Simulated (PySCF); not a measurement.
**Radial density of Mn⁺ (manganese, charge +1)**

UHF, [Ar] 3d5 4s1, high-spin 7S determinant. Computed with PySCF 2.14 in cc-pVTZ (7s6p4d2f1g, 68 functions), with the non-relativistic Hamiltonian (point nucleus).

```tsv
r (bohr)	4πr²ρ (e/bohr)	4πr²(ρα − ρβ)
0.00108	0.1474	0.0001
0.00182	0.4019	0.0002
0.00306	1.069	0.0004
0.00515	2.724	0.0011
0.00867	6.468	0.0026
0.0146	13.64	0.0053
0.0245	23.61	0.0085
0.0413	29.85	0.0082
0.0694	25.54	0.0049
0.117	24.59	0.0451
0.196	33.10	0.3045
0.330	18.91	1.3869
0.555	12.63	3.6995
0.934	12.92	4.0300
1.57	3.355	1.8715
2.64	0.6781	0.6517
4.45	0.1114	0.1114
7.48	0.001688	0.0017
```
